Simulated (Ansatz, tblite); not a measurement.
Removing and adding an electron: Ga₆N₆H₁₈, a cluster cut from wurtzite GaN (hydrogen-capped). The state is a singlet with charge 0. Geometry: PBE-D4/def2-SVP. Ansatz, gas phase; energy differences of separate SCF runs; the oxidised species was run as a doublet alone; the reduced species was run as a doublet alone.

```xyz
30

N    -0.2274   -2.3300    0.5987
Ga   -0.7035   -0.8846    1.9160
Ga    2.3849   -0.3831    0.8785
N     0.7747    0.3524    1.8418
N    -2.2102    0.0613    0.9746
Ga    0.2327    2.2126    1.2875
Ga    0.3205   -1.8019   -1.2647
N     1.6938   -0.4711   -1.0126
N    -1.2857   -0.7666   -1.8969
Ga   -1.8740    0.8471   -0.8477
Ga    1.2373    1.3131   -1.8310
N    -0.2753    1.9058   -0.6383
H     0.6319   -2.7516    0.9968
H    -0.9256   -3.0870    0.5923
H    -1.1877   -1.5013    3.2851
H     2.5284   -1.9165    1.3672
H     3.6028    0.6141    0.9829
H     1.1042    0.4723    2.8134
H    -3.0813   -0.4875    0.9997
H    -2.3901    0.8904    1.5702
H    -1.1504    2.5186    2.0648
H     1.4538    3.2060    1.3929
H     0.5669   -3.0731   -2.1659
H     2.5117   -0.7887   -1.5578
H    -2.0770   -1.3869   -2.1202
H    -0.9812   -0.3713   -2.8056
H    -3.1935    1.4668   -1.4511
H     2.4577    2.3070   -1.7226
H     0.5659    0.9823   -3.2629
H    -0.5042    2.8516   -0.9849
```

The xTB rows come from tblite. Single mean-field runs in def2-TZVP are fitted with def2-universal-jkfit.

```tsv
level	−HOMO (eV)	vertical IE (eV)	−LUMO (eV)	vertical EA (eV)	HOMO–LUMO gap (eV)	IE − EA (eV)	remarks
GFN1-xTB	9.90	11.85	4.33	2.42	5.58	9.43	–
GFN2-xTB	11.09	12.98	6.08	4.17	5.00	8.81	–
PBE-D4/def2-TZVP	6.04	–	1.28	-0.33	4.76	–	HOMO above zero (-1 doublet)
PBE0-D4/def2-TZVP	7.23	8.72	0.48	-0.56	6.75	9.28	HOMO above zero (-1 doublet)
```

Run but left out: PBE-D4/def2-TZVP (charge +1 doublet: an occupied level 0.06 eV above an empty one).   A HOMO above zero means that the electron is unbound at that level or that self-interaction error raises the level; the energy of removing that electron tells which. Raw xTB energy differences between charge states are shifted by several eV; the methods need an empirical correction for them. Sets without diffuse functions give affinities that are too small. A negative affinity means that the extra electron isn't bound; its size then hangs on the basis.
